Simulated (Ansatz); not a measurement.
`[SeH][Al]([SeH])[SeH]` and `[SeH]B([SeH])[SeH]` differ in one element.

Ansatz, PBE0-D4/def2-TZVP geometries, multiplicity 1. Each molecule was computed in one conformer, which needn't be the lowest.

Scalar relativity is left out up to krypton.

```json
{"property": "HOMO–LUMO gap (PBE/def2-TZVPP) / eV", "`[SeH][Al]([SeH])[SeH]`": "4.35"}
{"property": "HOMO–LUMO gap (B3LYP/def2-TZVPP) / eV", "`[SeH][Al]([SeH])[SeH]`": "5.80"}
{"property": "HOMO–LUMO gap (PBE0/def2-TZVPP) / eV", "`[SeH][Al]([SeH])[SeH]`": "6.27"}
{"property": "ideal-gas entropy at 298 K and 1 bar (rigid rotor, harmonic PBE0-D4/def2-TZVP) / J/(mol·K)", "`[SeH][Al]([SeH])[SeH]`": "417"}
{"property": "zero-point energy (PBE0-D4/def2-TZVP) / kJ/mol", "`[SeH][Al]([SeH])[SeH]`": "65.5"}
{"property": "LUMO energy (B3LYP/def2-TZVPP) / eV", "`[SeH][Al]([SeH])[SeH]`": "-1.25"}
```

**Question.** Give the same properties after the change, and the shifts. (An estimate is asked.)

**Answer.** Computed: 
```tsv
property	`[SeH]B([SeH])[SeH]`	shift
HOMO–LUMO gap (PBE/def2-TZVPP) / eV	4.14	-0.21
HOMO–LUMO gap (B3LYP/def2-TZVPP) / eV	5.63	-0.17
HOMO–LUMO gap (PBE0/def2-TZVPP) / eV	6.02	-0.25
ideal-gas entropy at 298 K and 1 bar (rigid rotor, harmonic PBE0-D4/def2-TZVP) / J/(mol·K)	372	-45
zero-point energy (PBE0-D4/def2-TZVP) / kJ/mol	76.8	11.3
LUMO energy (B3LYP/def2-TZVPP) / eV	-1.23	0.02
```

With PBE0 the HOMO rises by 0.20 eV and the LUMO falls by 0.05 eV, so the gap narrows by about 0.25 eV. PBE moves the HOMO by 0.17 eV and ωB97M-V by 0.23 eV. Modes under 60 cm⁻¹, often nearly free rotors, make the harmonic entropy too high.

B3LYP here is the variant with VWN-RPA as its local correlation; programs differ in this.

Spin–orbit coupling is left out; it splits and shifts lone-pair levels of the heavy atoms by tenths of an eV.
